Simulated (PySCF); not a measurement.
How methods differ on the excitation energy of Ga

Ga [Ar] 3d10 4s2 4p1 (2P) → Ga [Ar] 3d10 4s2 5s1 (2S), as a difference of total energies. All numbers are calculated (PySCF 2.14, scalar relativity by spin-free X2C-1e, in aug-cc-pVDZ-DK (6s5p3d, 36 functions)). Correlated levels: valence: [Ar] 3d10 frozen. The calculations carry no spin-orbit coupling.

```csv
method,excitation energy (eV)
UHF,2.933
MP2 (valence),2.939
SCS-MP2 (valence),2.936
CCSD (valence),2.977
CCSD(T) (valence),2.977
CCSDT (valence),2.975
FCI (valence),2.975
```

Q: How much does correlation contribute at CCSD(T) (valence)?

A: 2.977 − (2.933) = 0.044 eV, measured against UHF.

Errors of the correlated levels include the incompleteness of this basis and the frozen core.

For comparison: 3.005 eV (measured; NIST levels, between the centres of gravity of the two terms).
